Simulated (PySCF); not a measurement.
## Spinor energies of Ta (tantalum, neutral)

Start: [Xe] 4f14 5d3 6s2; 5d3/2 filled at m_j = -1/2, +1/2, +3/2. Calculated with PySCF 2.14 in x2c-TZVPall-2c with one added diffuse shell each of s, p, d type (12s12p11d2f, 117 functions): generalised Hartree-Fock with the X2C-1e Hamiltonian and a Gaussian nucleus; one run each with spin-orbit coupling (SO) switched off, then screened by Boettger's factors.

| spinor shell | electrons | ε, spin-free (eV) | ε, screened SO (eV) | weight of nominal j (screened SO) | rms radius, screened SO (bohr) |
| --- | --- | --- | --- | --- | --- |
| 1s1/2 | 2 | -67775.3 | -67755.4 | 1.000 | 0.0211 |
| 2s1/2 | 2 | -11784.2 | -11777.8 | 1.000 | 0.0853 |
| 2p1/2 | 2 | -10329.2 | -11235.3 | 1.000 | 0.0726 |
| 2p3/2 | 4 | -10329.2 | -9959.5 | 1.000 | 0.0799 |
| 3s1/2 | 2 | -2760.5 | -2758.3 | 1.000 | 0.218 |
| 3p1/2 | 2 | -2320.1 | -2517.5 | 1.000 | 0.210 |
| 3p3/2 | 4 | -2320.1 | -2238.0 | 1.000 | 0.225 |
| 3d3/2 | 4 | -1801.0 | -1836.1 | 1.000 | 0.199 |
| 3d5/2 | 6 | -1801.0 | -1775.6 | 1.000 | 0.203 |
| 4s1/2 | 2 | -594.27 | -593.46 | 1.000 | 0.488 |
| 4p1/2 | 2 | -447.18 | -492.91 | 1.000 | 0.497 |
| 4p3/2 | 4 | -447.18 | -427.83 | 1.000 | 0.530 |
| 4d3/2 | 4 | -255.18 | -262.20 | 1.000 | 0.557 |
| 4d5/2 | 6 | -255.18 | -249.71 | 1.000 | 0.569 |
| 5s1/2 | 2 | -86.964 | -86.711 | 1.000 | 1.19 |
| 5p1/2 | 2 | -48.165 | -55.825 | 0.958 | 1.33 |
| 5p3/2 | 4 | -48.165 | -44.676 | 0.978 | 1.42 |
| 4f5/2 | 6 | -40.314 | -41.088 | 0.992 | 0.705 |
| 4f7/2 | 8 | -40.314 | -38.977 | 0.994 | 0.705 |
| 5d3/2 | 3 | -8.925 | -8.982 | 0.707 | 2.32 |
| 6s1/2 | 2 | -6.870 | -6.839 | 0.995 | 3.84 |

```json
{"quantity": "E (hartree)", "spin-free": "-15592.96485", "screened SO": "-15610.33075"}
{"quantity": "M_J", "spin-free": "3/2", "screened SO": "3/2"}
{"quantity": "⟨J²⟩", "spin-free": "6.804", "screened SO": "6.053"}
{"quantity": "⟨L²⟩", "spin-free": "12.028", "screened SO": "11.949"}
{"quantity": "⟨S²⟩", "spin-free": "3.776", "screened SO": "3.786"}
```

The determinant has a definite M_J but mixes levels of different J.

Each row is a mean over spinors that exchange with the open shell spreads, by up to 2.465 eV (5s1/2).

Rows whose weight is well below 1 are mixtures of j = l ± 1/2: exchange outweighs spin-orbit coupling there, and the label is only the starting occupation.

Breit and QED terms are absent; they matter most for the inner s and p1/2 levels.

Densities and radii are taken from the X2C orbitals without a picture-change correction, which distorts them close to the nucleus.

Without spin-orbit coupling the j labels of p, d and f shells carry no meaning; the spin-free column gives the mean over the occupied spinors of each nl shell, and its ⟨J²⟩ belongs to a mixture of degenerate components.
